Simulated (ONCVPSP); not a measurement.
u(r) = r·R(r): atom against pseudo-atom (Ni)

Columns: radius, all-electron u(r) and pseudo u(r) of the 3d shell (level -13.26 eV) of nickel in the configuration [Ne] 3s2 3p6 3d8 4s1.5; Wu-Cohen, scalar-relativistic, ONCV scheme, ONCVPSP 4.0.1.

| r (bohr) | all-electron | pseudo |
| --- | --- | --- |
| 0.062 | 0.0308 | 0.0086 |
| 0.125 | 0.1520 | 0.0650 |
| 0.188 | 0.3266 | 0.1931 |
| 0.250 | 0.5051 | 0.3790 |
| 0.312 | 0.6628 | 0.5876 |
| 0.375 | 0.7901 | 0.7783 |
| 0.438 | 0.8823 | 0.9159 |
| 0.500 | 0.9411 | 0.9903 |
| 0.562 | 0.9731 | 1.0152 |
| 0.625 | 0.9834 | 1.0087 |
| 0.688 | 0.9769 | 0.9874 |
| 0.750 | 0.9586 | 0.9610 |
| 0.812 | 0.9320 | 0.9321 |
| 0.875 | 0.8995 | 0.8994 |
| 0.938 | 0.8635 | 0.8634 |
| 1.000 | 0.8262 | 0.8261 |
| 1.062 | 0.7883 | 0.7882 |
| 1.125 | 0.7497 | 0.7496 |
| 1.188 | 0.7118 | 0.7117 |
| 1.250 | 0.6754 | 0.6753 |
| 1.312 | 0.6402 | 0.6401 |
| 1.375 | 0.6058 | 0.6057 |
| 1.438 | 0.5729 | 0.5728 |
| 1.500 | 0.5420 | 0.5420 |
| 1.562 | 0.5127 | 0.5126 |
| 1.625 | 0.4843 | 0.4843 |

Task: How many radial nodes do the two functions have?

Result: The all-electron 3d function has n − l − 1 = 0; the pseudo-wave has 0.

Task: At about which radius was the pseudo-wave matched?

Result: 0.85 bohr, where the columns begin to agree (steps of 0.06 bohr).

Task: Is the pseudo-wave norm-conserving?

Result: Yes: the ONCV scheme keeps the norm inside the radius equal to the all-electron one, which fixes the energy derivative of the logarithmic derivative at the level.
